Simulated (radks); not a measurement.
The numbers below are computed, except where a source is named.
Q: Level of theory: scalar-relativistic Kohn-Sham, LB94 model potential, spin-polarised, spherical densities, finite nucleus; open shells are filled with parallel spins first (spin-orbit coupling, left out, can overturn this in heavy ions); Fermi nuclear charge, rms radius of each element as measured or else 0.836 A^(1/3) + 0.57 fm (a radial shooting solver on a logarithmic mesh with Libxc functionals). Response by self-consistent Sternheimer equations with the Hartree and adiabatic LDA kernel, the relativistic mass of each level held fixed and spin-orbit coupling left out. For heavy and open-shell atoms this level of theory can miss by tens of per cent. Rank P2+, V, P+, Mo2+, La (NIST ground configurations) by static dipole polarisability, largest first.

A: La 151.0, V 69.60, P+ 14.34, Mo2+ 9.916, P2+ 8.864 bohr^3.
